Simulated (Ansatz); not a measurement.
Start from `C[Si]1(Br)CN1` and change one atom or group to get `C[SiH]1CN1`.

Ansatz, PBE0-D4/def2-TZVP geometries, multiplicity 1. 

Scalar relativity is left out up to krypton. Spin–orbit coupling is left out; it splits and shifts lone-pair levels of the heavy atoms by tenths of an eV.

```tsv
property	`C[Si]1(Br)CN1`
HOMO energy (B3LYP/def2-TZVPP) / eV	-6.62
HOMO energy (ωB97M-V/def2-TZVPP) / eV	-9.12
LUMO energy (PBE/def2-TZVPP) / eV	-0.60
LUMO energy (PBE0/def2-TZVPP) / eV	0.32
size of the dipole moment (PBE/def2-TZVPP) / D	2.68
HOMO–LUMO gap (ωB97M-V/def2-TZVPP) / eV	11.14
```

Q: Give the same properties after the change, and the shifts. (Estimate.)

A: Ansatz gave: 
```
                                      property  `C[SiH]1CN1`  shift
           HOMO energy (B3LYP/def2-TZVPP) / eV         -6.29   0.33
         HOMO energy (ωB97M-V/def2-TZVPP) / eV         -8.80   0.32
             LUMO energy (PBE/def2-TZVPP) / eV         -0.35   0.25
            LUMO energy (PBE0/def2-TZVPP) / eV          0.50   0.18
size of the dipole moment (PBE/def2-TZVPP) / D          1.95  -0.73
       HOMO–LUMO gap (ωB97M-V/def2-TZVPP) / eV         10.93  -0.21
```

With PBE0 the HOMO rises by 0.33 eV and the LUMO rises by 0.18 eV, so the gap narrows by about 0.15 eV. PBE moves the HOMO by 0.31 eV and ωB97M-V by 0.32 eV. Dipoles are sizes alone; their direction can turn.

Positive LUMOs are unbound, so they and the gaps depend on the basis.

B3LYP here is the variant with VWN-RPA as its local correlation; programs differ in this.
